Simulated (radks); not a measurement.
Neutral iodine inside a hard spherical wall (all orbitals vanish at R), configuration held at [Kr] 4d10 5s2 5p5 and not refilled when levels cross. Method: scalar-relativistic Kohn-Sham, PBEsol, spin-polarised, spherical densities, point nucleus; open shells are filled with parallel spins first (spin-orbit coupling, left out, can overturn this in heavy ions); computed with a radial shooting solver on a logarithmic mesh with Libxc functionals. Eigenvalues in eV for spin up, with the zero of energy where the potential of the charges vanishes at infinity; a dash marks a level that is unbound or too diffuse for the functional's potential to be trusted. A positive occupied level is held by the wall or, in an anion where self-interaction has pushed it up, behind a barrier. The pressure on the wall is -dE/dV.

[
 {"R (bohr)": "free", "E (hartree)": "-7113.43185", "kinetic (hartree)": "7466.274", "e(4p)": "-127.39", "e(4d)": "-50.242", "e(5s)": "-17.724", "e(5p)": "-7.376", "e(6s, empty)": "-", "e(5d, empty)": "-", "pressure (GPa)": "0"},
 {"R (bohr)": "20", "E (hartree)": "-7113.43185", "kinetic (hartree)": "7466.274", "e(4p)": "-127.39", "e(4d)": "-50.242", "e(5s)": "-17.724", "e(5p)": "-7.376", "e(6s, empty)": "-", "e(5d, empty)": "-", "pressure (GPa)": "< 0.0001"},
 {"R (bohr)": "12", "E (hartree)": "-7113.43185", "kinetic (hartree)": "7466.274", "e(4p)": "-127.39", "e(4d)": "-50.241", "e(5s)": "-17.724", "e(5p)": "-7.376", "e(6s, empty)": "-0.279", "e(5d, empty)": "1.444", "pressure (GPa)": "< 0.0001"},
 {"R (bohr)": "10", "E (hartree)": "-7113.43178", "kinetic (hartree)": "7466.275", "e(4p)": "-127.38", "e(4d)": "-50.234", "e(5s)": "-17.718", "e(5p)": "-7.370", "e(6s, empty)": "0.050", "e(5d, empty)": "1.818", "pressure (GPa)": "0.00258"},
 {"R (bohr)": "8", "E (hartree)": "-7113.43049", "kinetic (hartree)": "7466.288", "e(4p)": "-127.31", "e(4d)": "-50.157", "e(5s)": "-17.654", "e(5p)": "-7.309", "e(6s, empty)": "1.064", "e(5d, empty)": "2.573", "pressure (GPa)": "0.0712"},
 {"R (bohr)": "3", "E (hartree)": "-7110.90342", "kinetic (hartree)": "7477.155", "e(4p)": "-108.18", "e(4d)": "-31.739", "e(5s)": "-0.220", "e(5p)": "14.034", "e(6s, empty)": "76.054", "e(5d, empty)": "38.320", "pressure (GPa)": "1150"},
 {"R (bohr)": "2.5", "E (hartree)": "-7107.07193", "kinetic (hartree)": "7491.183", "e(4p)": "-94.703", "e(4d)": "-18.885", "e(5s)": "17.854", "e(5p)": "36.114", "e(6s, empty)": "139.46", "e(5d, empty)": "68.692", "pressure (GPa)": "4650"},
 {"R (bohr)": "2", "E (hartree)": "-7095.19825", "kinetic (hartree)": "7532.204", "e(4p)": "-67.620", "e(4d)": "8.063", "e(5s)": "66.681", "e(5p)": "93.164", "e(6s, empty)": "282.62", "e(5d, empty)": "139.05", "pressure (GPa)": "24400"}
]
